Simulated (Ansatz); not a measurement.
Reactions of C2H9BOSi, SMILES `CCBO[SiH3]`.

Program: Ansatz. Geometries: PBE0-D4/def2-TZVP. ΔE: electronic, gas phase. CCSD(T)/CBS is the MP2 limit (def2-TZVPP, def2-QZVPP) plus CCSD(T) − MP2 in def2-TZVPP, frozen cores. This one scheme is used for every species, atoms too. Functionals use def2-TZVPP. No spin–orbit coupling; open shells (•) take unrestricted orbitals. Spin–orbit coupling would lower the free atoms: a little for B, C, O, Si. Each species was taken in one conformer, which may not be the lowest.

```tsv
reaction	CCSD(T)/CBS(def2) (eV)
`CCBO[SiH3]` → `B[SiH2]COC`	4.19
`CCBO[SiH3]` + H₂S → `[SiH3]OBS` + `CC`	-0.77
`CCBO[SiH3]` → B• + 2 C• + 9 H• + O• + Si•	54.80
`CCBO[SiH3]` + `C=CCS` → `C=CCSCC` + `BO[SiH3]`	?
`CCBO[SiH3]` + `[AlH3]` → `[AlH2][BH]O[SiH3]` + `CC`	0.42
`CCBO[SiH3]` + CH₃SH → `CSBO[SiH3]` + `CC`	-0.84
`CCBO[SiH3]` → `CCBO` + `[SiH2]`	3.32
`CCBO[SiH3]` + H₂O → `OCBO[SiH3]` + CH₄	?
```

Problem. Fill in the missing values. (An estimate is asked.)

Solution. Ansatz gave: `CCBO[SiH3]` + `C=CCS` → `C=CCSCC` + `BO[SiH3]`: +0.35 eV; `CCBO[SiH3]` + H₂O → `OCBO[SiH3]` + CH₄: +0.54 eV.

Largest T1 diagnostic: 0.014, for `[SiH2]`.
